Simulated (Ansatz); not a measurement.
Zn₂O⁺, relaxed as a doublet with UKS PBE-D4/def2-TZVP in Ansatz, starting from the GFN1-xTB geometry. Force threshold 0.02 eV/Å.

The structure comes from a short search, and lower isomers may exist.

Start:

```xyz
3

Zn   -0.483   -1.641   -0.426
Zn    0.484    1.641    0.426
O    -0.001    0.000    0.000
```

(1) Estimate the energy that the relaxation releases and the steps that it takes.

(2) Does the start keep its bonding and symmetry?

(3) Predict the relaxed structure.

Answers

(1) 0.05 eV, in 9 steps; 17 s on 4 threads of Arm Neoverse N1 on a shared host. The force fell under the threshold at step 3, but the optimiser went on and released 0.044 eV more. No frequencies were taken in this run, so the end may be a saddle point.

(2) By distances, no bond broke or formed. The bond that changes most is Zn1–O3, from 1.76 to 1.80 Å (atoms count from 1). Point group D∞h at the start, C2v at the end, both within 0.05 Å.

(3) 
```xyz
3

Zn   -0.280   -1.624   -0.457
Zn    0.651    1.539    0.364
O    -0.371    0.085    0.093
```
Bond lengths (bridged metal pairs left out): 2 × O–Zn 1.80 Å.
